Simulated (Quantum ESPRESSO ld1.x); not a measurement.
Results of a calculation; reference values are marked as such.
The aim is neutral dysprosium in [Xe] 4f10 6s2. What will ld1.x (Quantum ESPRESSO 7.5) do with this input?

```
 &input
    zed=66.0,
    iswitch=1,
    rel=2,
    lsd=2,
    dft='PBE',
    config='[Xe] 4f10 6s2',
    lsmall=.true.,
    prefix='ld1',
    max_out_wfc=37,
    file_charge='ld1.rho',
 /
```

Answer. Refused. The program stops in ld1_readin with "lsd not correct": lsd takes 0 or 1.

Output (excerpt):

```
     Program LD1 v.7.5 starts

 %%%%%%%%%%%%%%%%%%%%%%%%%%%%%%%%%%%%%%%%%%%%%%%%%%%%%%%%%%%%%%%%%%%%%%%%%%%%%%
     Error in routine ld1_readin (1):
     lsd not correct
 %%%%%%%%%%%%%%%%%%%%%%%%%%%%%%%%%%%%%%%%%%%%%%%%%%%%%%%%%%%%%%%%%%%%%%%%%%%%%%

     stopping ...
```

Run on one thread of a shared host, so times are rough (Intel(R) Xeon(R) Processor @ 2.60GHz): 0.48 s of CPU time, 0.51 s wall.
